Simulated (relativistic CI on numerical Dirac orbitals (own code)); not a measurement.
## Hyperfine structure of Sr¹⁵⁺, mass number 87

Computed by Dirac-Coulomb-Breit CI, orbitals from a KLI potential per configuration, model QED (radiative potential, 1s self-energy scaled to tabulated hydrogen-like ionisation energies), unscaled Slater integrals (own radial code, finite nucleus).

Configuration list (outside the closed core [Ne]): 3s²3p⁶3d⁵, 3s²3p⁵3d⁶, 3s²3p⁴3d⁷, 3s3p⁶3d⁶, 3p⁶3d⁷, 3s²3p⁶3d⁴4s, 3s²3p⁶3d⁴4p, 3s3p⁵3d⁷, 3s²3p⁶3d⁴4d, 3s²3p⁶3d³4s², 3s²3p⁶3d⁴4f, 3s²3p⁵3d⁵4s, 3s²3p⁶3d⁴5s, 3s²3p⁶3d³4p², 3s²3p⁶3d³4s4d, 3p⁶3d⁶4s. Levels of other configurations are missing.

Nuclear spin I = 9/2, μ = -1.09316 μN, Q = 0.305 b (tables of Stone and Pyykkö). The electronic factors are computed for point nuclear moments, without core polarisation or the Bohr-Weisskopf and QED corrections.

| Level | E (cm⁻¹) | A (MHz) | B (MHz) |
| --- | --- | --- | --- |
| 3s²3p⁶3d⁵ ⁴G7/2 | 88379.5 | -888.8 | 490 |
| 3s²3p⁶3d⁵ ⁴G11/2 | 88621.4 | -881.2 | -6.73 |
| 3s²3p⁶3d⁵ ⁴G9/2 | 89847.1 | -837.7 | 374 |
| 3s²3p⁶3d⁵ ⁴P3/2 | 90471.3 | -713.3 | 775 |
| 3s²3p⁶3d⁵ ⁴P1/2 | 94004.4 | 597.6 |  |
| 3s²3p⁶3d⁵ ⁴D7/2 | 105332.3 | -563.7 | 472 |
| 3s²3p⁶3d⁵ ⁴D1/2 | 110594.5 | -2110 |  |
| 3s²3p⁶3d⁵ ⁴D5/2 | 110708.4 | -722.4 | -475 |

Levels with J = 0, under 50 % of one LS term, or S terms without an open s electron are left out. Small factors come from cancelling terms and can be off by tens of per cent or more.

At this charge energies of transitions that change n are usually good to better than 1 %, and those within a shell (Δn = 0) to a few per cent. Terms inside the open d or f shell come out 10 to 20 % too wide with unscaled integrals.

(1) Give the hyperfine levels of 3s²3p⁶3d⁵ ⁴G7/2 relative to its centre of gravity.

## Answers

(1) With K = F(F + 1) − I(I + 1) − J(J + 1), E = AK/2 + B[¾K(K + 1) − I(I + 1)J(J + 1)]/[2I(2I − 1)J(2J − 1)]: F = 1: 17330, F = 2: 15490, F = 3: 12730, F = 4: 9081, F = 5: 4564, F = 6: -792.1, F = 7: -6953, F = 8: -13880 MHz.

LS names give the leading component of a level, which can be under half, so a name can repeat, a term be missing and a line seem to break the LS rules.
